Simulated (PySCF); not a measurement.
**Dipole polarisabilities along group 13**

Calculated with PySCF 2.14 for the ground configurations, without spin-orbit coupling: coupled response for Hartree-Fock and DFT, finite fields for MP2 and CCSD(T), with B 1s2; Al [Ne]; Ga [Ar] 3d10; In 4s2 4p6 4d10; Tl 5s2 5p6 5d10 frozen. Mean α in bohr³, C₆ of like pairs in atomic units.

```
                                                                                 species  α UHF  α PBE  α PBE0  α MP2  α CCSD(T)  α recommended (Schwerdtfeger and Nagle)  C₆ UHF  C₆ PBE  C₆ PBE0
                                          B [He] 2s2 2p1 (def2-TZVPPD, non-relativistic)  22.02  22.94   22.13  19.48      20.25                               20.5 ± 0.1   104.9   111.7    107.0
                                         Al [Ne] 3s2 3p1 (def2-TZVPPD, non-relativistic)  58.99  60.36   59.31  57.33      55.89                                 57.8 ± 1   528.3   524.0    519.6
                                    Ga [Ar] 3d10 4s2 4p1 (def2-TZVPPD, non-relativistic)  53.98  54.59   53.60  52.62      51.89                                   50 ± 3   467.0   443.7    444.1
     In [Kr] 4d10 5s2 5p1 (def2-TZVPPD with the def2 core potential (28 electrons), ECP)  74.10  78.30   74.08  72.60      71.27                                   65 ± 4   799.0   799.0    763.9
Tl [Xe] 4f14 5d10 6s2 6p1 (def2-TZVPPD with the def2 core potential (60 electrons), ECP)  76.43  82.99   77.43  75.12      74.13                                   50 ± 2   830.3   856.4    806.4
```

Hartree-Fock lacks correlation. PBE lies above the recommended values here, as self-interaction makes its density too diffuse. MP2 and CCSD(T) carry the error of the frozen core. All values carry a basis error, and heavy open shells lack spin-orbit coupling.
